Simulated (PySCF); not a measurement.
Ranking problems on computed properties.

Each SMILES stands for a single optimised conformer of the isolated species, non-relativistic unless stated. Electronic properties by PySCF.

Dipoles, sizes and rotational constants follow the conformer. The torsions of the flexible species, by atom-mapped SMILES:
- `[CH2:1]=[CH:2]/[C:3](=[CH:4]/[C:5](=[CH2:6])[F:7])[C:8]([F:9])([F:10])[F:11]`: C1–C2–C3–C4 -157°, C3–C4–C5–C6 159°, C2–C3–C8–F9 -91°
- `[H]/[N:8]=[CH:7]/[C@@H:5]([CH2:4]/[CH:3]=[CH:2]/[CH3:1])[CH3:6]`: C2–C3–C4–C5 -113°, C3–C4–C5–C6 -63°, C4–C5–C7–N8 116°
- `[CH2:1]=[CH:2]/[C:3]([CH3:4])=[C:5](/[CH3:6])[CH2:7][NH2:8]`: C1–C2–C3–C4 -26°, C3–C5–C7–N8 125°, H–N8–C7–C5 -62°, H–N8–C7–C5 179°
- `[CH3:1][S:2][S:3][CH2:4][CH2:5][C:6]([F:7])([F:8])[F:9]`: C1–S2–S3–C4 -90°, S2–S3–C4–C5 -67°, S3–C4–C5–C6 179°, C4–C5–C6–F7 -60°
- `[CH3:1][O:2][C:3](=[O:4])[c:5]1[cH:6][cH:7][c:8]([F:9])[cH:10][cH:11]1`: C1–O2–C3–O4 0°, O2–C3–C5–C6 180°
- `[CH2:1]=[CH:2][c:3]1[cH:4][p-:5][c:6]([O:7][CH3:8])[p:9]1`: C1–C2–C3–C4 -1°, P5–C6–O7–C8 180°
- `[CH2:1]=[CH:2][P@:3](=[O:4])([O-:5])[CH:6]1[CH2:7][CH2:8][CH2:9]1`: C1–C2–P3–O4 7°, C2–P3–C6–C7 -74°

The conformers of `C[C@@H]1C[C@@H]2CC[C@H]1N2`, `C=CCO[Si](O)(O)CCl` and `CO[C@@H]1O[SiH2]OC[C@H]1Cl` aren't listed.

(1) Rank by HOMO energy, highest first (PBE0/pcSseg-1 at GFN2-xTB geometries).
A. `C[C@@H]1C[C@@H]2CC[C@H]1N2`
B. `COC(=O)c1ccc(F)cc1`
C. `C=C/C(=C/C(=C)F)C(F)(F)F`
D. `FC(F)(CCSSC)F`
E. `C/N=C1/CCC1(C)C`
F. `C=C/C(C)=C(/C)CN`
G. `[H]/N=C/[C@H](C)C/C=C/C`
H. `C=CCO[Si](O)(O)CCl`

(2) Give the two extremes of that set in hartree.

(3) Rank by HOMO–LUMO gap, highest first (PBE0/pcSseg-1 at GFN2-xTB geometries).
A. `COC(=O)C1=CC=C(F)C=C1`
B. `C(/C(C(F)(F)F)=C/C(F)=C)=C`
C. `C1[C@@H]2[C@@H](C[C@H](C1)N2)C`
D. `CO[C@@H]1O[SiH2]OC[C@H]1Cl`
E. `[H]/N=C/[C@H](C)C/C=C/C`

(4) Rank by dipole moment, highest first (PBE0/pcSseg-1 at GFN2-xTB geometries).
A. `C=C/C(=C/C(=C)F)C(F)(F)F`
B. `N(=C1\CCC1(C)C)/C`
C. `CSSCCC(F)(F)F`
D. `C=C/C(C)=C(/C)CN`

(5) By how much do the two ends of that ranking differ?

(6) Rank by smallest rotational constant, lowest first (GFN2-xTB).
A. `C=C[P@](=O)([O-])C1CCC1`
B. `CSSCCC(F)(F)F`
C. `C=C/C(=C/C(=C)F)C(F)(F)F`
D. `C=Cc1c[p-]c(OC)p1`
E. `CC1(CC/C1=N/C)C`

(7) Give the two extremes of that set in cm⁻¹.

Results:

(1) F (-6.24 eV), E (-6.49 eV), A (-6.64 eV), G (-6.86 eV), C (-7.03 eV), D (-7.23 eV), B (-7.57 eV), H (-7.71 eV).

(2) `C=CCO[Si](O)(O)CCl`: -0.283 Eh; `C=C/C(C)=C(/C)CN`: -0.229 Eh.

(3) D (8.83 eV), C (7.86 eV), E (6.99 eV), A (6.18 eV), B (4.85 eV).

(4) A (3.53 D), C (2.05 D), B (1.80 D), D (0.85 D).

(5) By 2.68 D, between `C=C/C(=C/C(=C)F)C(F)(F)F` and `C=C/C(C)=C(/C)CN`.

(6) B (0.471 GHz), D (0.615 GHz), C (0.672 GHz), A (0.991 GHz), E (1.454 GHz).

(7) `CSSCCC(F)(F)F`: 0.0157 cm⁻¹; `C/N=C1/CCC1(C)C`: 0.0485 cm⁻¹.
